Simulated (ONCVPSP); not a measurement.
**Varying the ONCV potential for Sr (Z = 38)**

Base potential:

```json
{
 "Element": "Sr",
 "Generator": "ONCVPSP 4.0.1",
 "Type": "optimised norm-conserving Vanderbilt (ONCV)",
 "Functional": "PBE",
 "Relativity": "scalar-relativistic",
 "Frozen core": "[Ar] 3d10",
 "Valence charge": "10",
 "Reference configuration": "4s2 4p6 5s1.5 5p0.5",
 "Partial waves": "4s+5s: rc 2.45 bohr, ncon 4, nbas 7, qcut 5 1/bohr, 2 projectors; 4p+5p: rc 2.95 bohr, ncon 4, nbas 8, qcut 3.7 1/bohr, 2 projectors; d scattering state at 0.25 Ha: rc 2.45 bohr, ncon 4, nbas 9, qcut 4.4 1/bohr, local",
 "Local potential": "the d channel",
 "Core correction": "Teter function, fcfact 2.75, rcfact 1.75"
}
```

In the d channel the program set the typed energies aside and used 0.050 Ha.

Cutoffs, loose and tight: the cutoffs (Ha) at which the residual kinetic energy of the hardest occupied pseudo-wave falls to 1 and 0.1 mHa per electron. They do not see the model core or the augmentation charge, which bear on the density cutoff. Test errors are all-electron minus pseudo excitation energies from the reference, over the configurations 4s2 4p6 5s2 5p0; 4s2 4p6 5s1 5p0; 4s2 4p6 5s0 5p0; 4s2 4p6 5s1 5p1. A dash means not determined; rows that change the core or the reference have their own tests.

| change | outcome | cutoff, loose | cutoff, tight | bound ghosts | GHOST(+) flags above zero | largest test error (meV) |
| --- | --- | --- | --- | --- | --- | --- |
| base | generated, projector energies reset by the program | 6.9 Ha | 9.3 Ha | none | s | -14 |
| fully relativistic | generated, projector energies reset by the program | 6.9 Ha | 9.3 Ha | none | s | -12 |
| s: nproj 3 | generated, projector energies reset by the program | 6.9 Ha | 9.3 Ha | none | none | -14 |
| p: rc 3.86 | generated, projector energies reset by the program | 6.9 Ha | 9.3 Ha | none | s | -62 |

**Question.** What comes out with this change to the base: all radii but the core radius scaled by about 1.10 (s 2.70, p 3.24, d 2.70 bohr)?

**Answer.** outcome: generated, projector energies reset by the program; cutoff, loose: 5.5 Ha; cutoff, tight: 8.2 Ha; bound ghosts: none; GHOST(+) flags above zero: s; largest test error (meV): -26.

**Question.** What comes out with this change to the base: functional PBEsol?

**Answer.** outcome: generated, projector energies reset by the program; cutoff, loose: 6.8 Ha; cutoff, tight: 9.4 Ha; bound ghosts: none; GHOST(+) flags above zero: s; largest test error (meV): -10.

**Question.** What comes out with this change to the base: reference 4s2 4p6 5s2; wave 4p+5p: rc 2.95 bohr, ncon 4, nbas 8, qcut 3.7 1/bohr, 2 projectors becomes 4p: rc 2.95 bohr, ncon 4, nbas 8, qcut 3.7 1/bohr, 2 projectors, debl 0.9 Ha?

**Answer.** outcome: generated, projector energies reset by the program; cutoff, loose: 6.8 Ha; cutoff, tight: 9.3 Ha; bound ghosts: none; GHOST(+) flags above zero: s; largest test error (meV): -18.
